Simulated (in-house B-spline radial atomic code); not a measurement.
Ge⁴⁺. Computed with a B-spline radial atomic code. Model: all-electron spherical atom, spin shells full or empty, radial basis limit, no spin-orbit coupling, Breit or QED, empty-state partial waves extrapolated as (l+1/2)^-4, RPA, G0W0 and static COHSEX of the highest shell as one setting changes (uncorrelated shells keep exact exchange).

Given: element Ge; charge 4; filled core Ar; hamiltonian one-electron scalar X2C; mean-field start HSE06; highest l of empty states 9; nuclear rms radius 4.0742 fm; highest mean-field shell 3d.

Shell: 3d 5 5 (electrons up and down).

```tsv
lowest nl shells left uncorrelated	RPA correlation energy (hartree)	G0W0 level (eV)	G0W0 minus most complete (meV)	COHSEX level (eV)	linearised minus solved G0W0 (meV)
0	-2.1018	-90.923	0	-95.713	-37.5
1	?	?	?	?	?
2	?	?	?	?	?
3	-1.2906	-90.814	109.2	-95.681	-36.6
4	-1.1057	-90.845	78.6	-95.583	-37.7
5	-0.59751	-91.415	-491.4	-95.706	-46.8
```

Question: What follows for lowest nl shells left uncorrelated = 1?

Answer: RPA correlation energy -1.9512 hartree; G0W0 level -90.923 eV; G0W0 minus most complete 0.5 meV; COHSEX level -95.713 eV; linearised minus solved G0W0 -37.5 meV.

Question: What follows for lowest nl shells left uncorrelated = 2?

Answer: RPA correlation energy -1.7754 hartree; G0W0 level -90.895 eV; G0W0 minus most complete 27.9 meV; COHSEX level -95.692 eV; linearised minus solved G0W0 -37.3 meV.
